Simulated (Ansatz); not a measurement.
Species: sum formula SiOBr, charge -1, multiplicity 1. 
Coordinates optimised at B3LYP-D3(BJ)/def2-TZVP (Ansatz, an electronic-structure program):
```xyz
3

Si     1.4693    -0.4763    -0.2057
O      1.7441    -0.0783    -1.6677
Br    -0.9864     0.2084     0.4635
```
Charge -1, spin multiplicity 1.

Parts of the frozen-core correlation energy in STO-3G (Ansatz, hartree). Frozen orbitals: 20; correlated occupied orbitals by spin: 9 and 9; virtual: 3 and 3. Spin-orbit coupling is left out. Non-relativistic. The restricted reference is unstable.

| term | value |
|---|---|
| reference (HF) | -2903.97666 |
| MP2 opposite-spin | -0.08971 |
| MP2 same-spin | -0.03112 |
| CCSD correlation | -0.11820 |
| (T) | -0.01386 |
| FCI minus CCSD(T) | 0.00000 |
| T1 diagnostic | 0.028 |
| largest doubles amplitude | 0.159 |
